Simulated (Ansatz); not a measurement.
Abridged output of a molecular run in Ansatz:

```
Functional definition: HF
1432 factors; integrals over basis functions are off by at most 1.4e-3 eV
mean field evaluation 1: about -10009.1825 eV, gradient 4.2e1 eV
mean field evaluation 2: about -10009.3745 eV, gradient 4.2e1 eV
mean field evaluation 4: about -10013.1261 eV, gradient 4.4e0 eV
mean field evaluation 8: about -10013.1786 eV, gradient 1.4e-1 eV
mean field -10013.17870564 eV, -367.9775302559 hartree, gradient 7.4e-7 eV, S^2 0.000000; 0 other end points of the search recorded, 0 dependent functions left out
7 core orbitals not correlated: weight in the atoms' cores, before any rotation towards them, 1.000 or more for the frozen orbitals, at most 0.000 for the correlated occupied ones
reference -10013.17870564 eV, -367.9775302559 hartree; 21, 21 occupied and 115, 115 virtual orbitals, 1432 factors
second order -28.59033616 eV of doubles, -0.00000000 eV of singles
cycle   1  -29.42827482 eV  change   -8.4e-1 eV  update   1.2e-1
cycle   2  -30.14670582 eV  change   -7.2e-1 eV  update   3.2e-2
cycle   3  -30.31920092 eV  change   -1.7e-1 eV  update   1.7e-2
cycle   4  -30.31142575 eV  change    7.8e-3 eV  update   3.5e-3
cycle   5  -30.31087260 eV  change    5.5e-4 eV  update   1.3e-3
cycle   6  -30.31118649 eV  change   -3.1e-4 eV  update   3.8e-4
cycle   7  -30.31089101 eV  change    3.0e-4 eV  update   1.1e-4
cycle   8  -30.31081501 eV  change    7.6e-5 eV  update   3.3e-5
cycle   9  -30.31081371 eV  change    1.3e-6 eV  update   1.0e-5
perturbative correction -0.77731818 eV, -0.0285659163 hartree
Total energy: -10044.26683753 eV, -369.1199980308 hartree
```

Its atoms:

```xyz
16

C     0.611   -0.465    2.279
O    -0.351   -0.097    1.313
B     0.000    0.000    0.000
O     1.281   -0.259   -0.384
C     1.649   -0.159   -1.743
O    -0.931    0.355   -0.929
C    -2.260    0.624   -0.536
H     1.019   -1.458    2.074
H     1.439    0.248    2.305
H     0.116   -0.474    3.250
H     1.073   -0.853   -2.362
H     2.708   -0.409   -1.818
H     1.491    0.853   -2.124
H    -2.822    0.887   -1.432
H    -2.303    1.456    0.173
H    -2.719   -0.250   -0.067
```

(1) Which basis set was used?
A. def2-SVPD
B. def2-QZVPP
C. def2-SVP
D. cc-pV(Q+d)Z

(2) Write the keys of the input that set method, charge and spin (a neutral closed shell needs none for the last two).

Results:

(1) C. It gives 143 functions.

(2) 
```yaml
correlation: {method: ccsd_t}
```
